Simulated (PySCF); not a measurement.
## Dipole moment and polarisability of methylacetylacetone

Compound: methylacetylacetone, C6H10O2.
Cartesian coordinates in Å at the GFN2-xTB level; atoms count from 1:
```
atom  x, y, z in Å
C1    -2.0134   -0.7540    0.1143
C2    -0.6736   -0.9600   -0.5228
O3    -0.2800   -2.0260   -0.9252
C4     0.2370    0.2666   -0.5678
C5    -0.4855    1.5940   -0.7673
C6     0.9395    0.2123    0.7920
C7     2.2197   -0.5673    0.7845
O8     0.4582    0.7172    1.7729
H9    -2.5012   -1.7131    0.2686
H10   -1.8846   -0.2411    1.0655
H11   -2.6386   -0.1339   -0.5245
H12    0.9733    0.0990   -1.3576
H13   -1.1306    1.5561   -1.6417
H14    0.2472    2.3843   -0.9166
H15   -1.0765    1.8458    0.1087
H16    2.0454   -1.5323    0.3108
H17    2.9664   -0.0353    0.1972
H18    2.5886   -0.7060    1.7973
```

Level: CAM-B3LYP/def2-SVPD (PySCF), static field, nuclei fixed, core orbitals frozen in the response. The polarisability tensor in these axes (au):

```
x   80.08 -2.35  1.66
y   -2.35 76.54  3.58
z    1.66  3.58 70.71
```

Question: Give the principal values, the mean and the anisotropy Δα = √{½[(α1 − α2)² + (α2 − α3)² + (α1 − α3)²]}.

Answer: Principal values 68.46, 77.62 and 81.25 au; mean 75.78 au = 11.23 Å³ = 12.49 × 10⁻⁴⁰ C²·m²/J; Δα = 11.42 au (15 % of the mean).

Question: What is the dipole moment, and where does it point?

Answer: (0.17, 1.45, -1.20) D, 1.89 D in size, pointing from the negative to the positive side. Measured along this direction, the outermost atoms are H9 at the negative end and H14 at the positive end.

Question: What would n − 1 = 2πNα be for an ideal gas of these molecules at 298.15 K and 1 atm, electronic part alone?

Answer: N = p/kT = 2.4615 × 10¹⁹ cm⁻³, so n − 1 = 2π × N × 11.23 × 10⁻²⁴ cm³ = 1737 × 10⁻⁶ at long wavelengths.

Question: Molar refractivity from α?

Answer: Lorentz–Lorenz: R = (4π/3)N_A α = 2.5225 cm³/(mol·Å³) × 11.23 Å³ = 28.3 cm³/mol, in the limit of long wavelengths.

Question: In TDDFT the mean static polarisability is Σ f/ω² over all singlet excitations (ω in hartree). How much of it do the 8 lowest give? Their energies (eV) and oscillator strengths: 4.22, 0.0061; 4.47, 0.0003; 6.59, 0.0007; 7.13, 0.0124; 7.16, 0.1086; 7.52, 0.0118; 7.87, 0.0018; 8.05, 0.0081.

Answer: They add up to 2.30 au, 3.0 % of the 75.78 au; the largest single term is 1.57 au, from the state at 7.16 eV. Terms in order: 0.25, 0.01, 0.01, 0.18, 1.57, 0.15, 0.02, 0.09 au. Higher excitations give the rest. The strengths listed sum to 0.150.

Question: In a dilute gas of rigid molecules at 350 K, how does the orientational term μ²/3kT compare with the electronic polarisability?

Answer: In Gaussian units μ²/3kT = 24.73 Å³ against 11.23 Å³, a ratio of 2.20; the Debye molar polarisation (4π/3)N_A(α + μ²/3kT) is 90.7 cm³/mol, leaving out the vibrational part.

Question: Traceless (Buckingham) quadrupole moment about the centre of nuclear charge: eigenvalues?

Answer: -16.78, 4.21, 12.57 D·Å. The values depend on the origin, since the dipole doesn't vanish. The electronic extent ⟨r²⟩ about the same centre is 977 bohr², a root-mean-square distance of 2.10 Å for the 62 electrons.

Geometry: GFN2-xTB, one conformer, isolated molecule.

The run behind these numbers computed excited states as well. On one thread of an Arm Neoverse V1 (shared host), this took 71 s wall.
